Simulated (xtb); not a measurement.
xtb input:

```bash
xtb mol.xyz --gfn 2 --ohess tight --chrg 0 --uhf 0
```
mol.xyz:
```
8

C     -2.13056516    -0.00936558     0.10473632
Sn     0.02098517     0.03365320     0.01473148
F      0.74153535     1.77526642    -0.29337144
F      0.90251208    -0.63371121     1.58345224
F      0.72789777    -1.06334831    -1.38512504
H     -2.45728213     0.58597811     0.93106221
H     -2.56147665     0.37611988    -0.78242106
H     -2.45162371    -1.07985405     0.29936075
```

Task: What final total energy does it print?

Result: -20.02171 Eh (GFN2-xTB).
